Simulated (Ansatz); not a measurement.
Energy landscape of H2N (cation, charge +1), triplet: symmetric bend, bond length relaxed. Scanned: H-N-H angle. Other coordinates (N-H bond length) were minimised at PBE0/def2-TZVP.

Level of theory: full CI/def2-SVP, frozen core in Ansatz (a first-principles code).

Scanned values (°): 168.88, 158.08, 150.42, 140.68, 130.05, 118.25, 109.04, 99, 91.19, 77.57.

Question: Locate the minima and the barriers on this grid.

Answer: Lower than their neighbours: 150.42° (0.0 kcal/mol). Higher than their neighbours: 168.88° (0.6 kcal/mol, end of the scan), 77.57° (55.4 kcal/mol, end of the scan). The whole profile spans 55.4 kcal/mol.

The scan ran from 180.0 to 60.0; beyond the range shown the relaxed coordinates jump or full CI changes its symmetry label.
